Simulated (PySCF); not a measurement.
C4H5ClSi. Atoms are numbered in the order given.

```xyz
11

Cl     0.1179    -2.3424     0.0000
C      0.0603    -0.6018     0.0000
C      1.1509     0.1983     0.0000
Si     0.4850     1.9465     0.0000
C     -1.3046     1.3760     0.0000
C     -1.2853     0.0237     0.0000
H      2.1677    -0.1976     0.0000
H      0.8603     2.7353    -1.2124
H      0.8603     2.7353     1.2124
H     -2.2401     1.9410     0.0000
H     -2.1704    -0.6223     0.0000
```

The structure is a stationary point at r2SCAN-D4/def2-SVP.

These are CAM-B3LYP/def2-TZVP in PySCF values and carry that method's errors.

Symmetry labels are those of the subgroup Cs that the program uses (full group Cs).

Computed valence orbital energies around the gap with their symmetry:
```
orbital  symmetry  energy (eV)
-------  --------  -----------
HOMO−7         A'       -13.03
HOMO−6         A"       -12.72
HOMO−5         A"       -11.43
HOMO−4         A'       -11.06
HOMO−3         A'       -10.74
HOMO−2         A'       -10.22
HOMO−1         A"        -9.94
HOMO           A"        -8.22
LUMO           A"        -0.73
LUMO+1         A'         1.38
LUMO+2         A'         2.00
LUMO+3         A'         2.13
```
